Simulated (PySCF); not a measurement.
Ag (silver, neutral) across methods

[Kr] 4d9 5s1 5p1, one real determinant (an excited configuration). Computed with PySCF 2.14 in aug-cc-pwCVTZ-PP with ECP28MDF, with a scalar-relativistic core potential.

```tsv
method	E (hartree)	mean ε 4d β (eV)	mean ε 5s α (eV)	mean ε 5p α (eV)	Σ⟨r²⟩ (bohr²)	⟨S²⟩
TPSSh	-146.5978	-12.296	-7.509	-2.900	56.20	3.752
PBE0	-146.6478	-13.526	-8.069	-3.335	56.25	3.751
LDA	-146.3727	-11.676	-7.452	-2.669	56.43	3.751
M06-L	-146.7321	-11.667	-6.971	-2.417	56.17	3.751
PBE	-146.6592	-11.537	-7.203	-2.618	56.78	3.751
r2SCAN	-146.7024	-11.743	-7.458	-2.800	55.51	3.753
BP86	-146.7593	-11.677	-7.348	-2.715	56.37	3.751
```

(1) Estimate the same row for UHF.

⟨L²⟩ = 8.02 against 12 for a pure F term, so this real determinant mixes terms. Energies and moments cover only the electrons outside the core potential.

## Answers

(1) E (hartree) = -145.84804; mean ε 4d β (eV) = -18.741; mean ε 5s α (eV) = -10.103; mean ε 5p α (eV) = -5.226; Σ⟨r²⟩ (bohr²) = 56.96; ⟨S²⟩ = 3.753.
